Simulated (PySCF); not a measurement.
Isomers C$_{8}$H$_{14}$O:

A. `CC/C(C)=C(\C)CC=O`
B. `O[C@H]1CC12CCCCC2`
C. SMILES C=COC(=C)C(C)(C)C

Spectrum 1. ¹³C{¹H} NMR (computed): δ 179.7 (C), 155.5 (CH), 98.5 (CH2), 87.7 (CH2), 39.0 (C), 29.6 (CH3).

Spectrum 2. ¹³C{¹H} NMR (computed): δ 60.3 (CH), 38.1 (CH2), 32.5 (CH2), 31.3 (CH2), 29.4 (CH2), 28.6 (CH2), 27.8 (C), 22.2 (CH2).

Spectrum 3. ¹³C{¹H} NMR (computed): δ 197.0 (CH), 145.5 (C), 126.1 (C), 53.8 (CH2), 34.0 (CH2), 21.4 (CH3), 18.4 (CH3), 15.6 (CH3).

- geometry: GFN2-xTB
- shieldings: GIAO PBE0/pcSseg-1
- code: PySCF
- no relativistic terms, no solvent, one averaged value for each set of equivalent atoms, a single conformation

δ = σ(ref) − σ, references computed at the same level: ¹³C vs TMS. Shifts are as computed. Against solution values, carbons near 30 ppm lie about +3 ppm off and those near 130 ppm about +5 ppm. Of 1211 compounds with measured shifts, 218 miss one by over three times the rms of a fit or turn the order of signals round; such compounds aren't used in these exercises.

Problem. Which spectrum belongs to which compound?

Solution. 1–C, 2–B, 3–A.

- Spectrum 1 (C): 6 ¹³C signals; δC 179.7 is an alkene carbon bearing oxygen; δC 155.5 is an alkene carbon bearing oxygen.
- Spectrum 2 (B): 8 ¹³C signals; δC 60.3 is a three-membered-ring carbon; δC 38.1 is an sp3 CH2 in a ring.
- Spectrum 3 (A): 8 ¹³C signals; δC 197.0 is an aldehyde carbonyl carbon; δC 145.5 is a fully substituted alkene carbon.
